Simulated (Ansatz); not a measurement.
Species: C3H6O, SMILES `C1OCC1` (charge 0, multiplicity 1), formula C₃H₆O.

How many basis functions does frozen-core CCSD(T)/cc-pVTZ // B3LYP-D3(BJ)/def2-TZVP (Ansatz, a first-principles code) use, how many core orbitals are frozen, and how many electrons are correlated?

204 basis functions and 4 frozen orbitals, which leaves 24 correlated electrons. Core time is of the order of seconds.
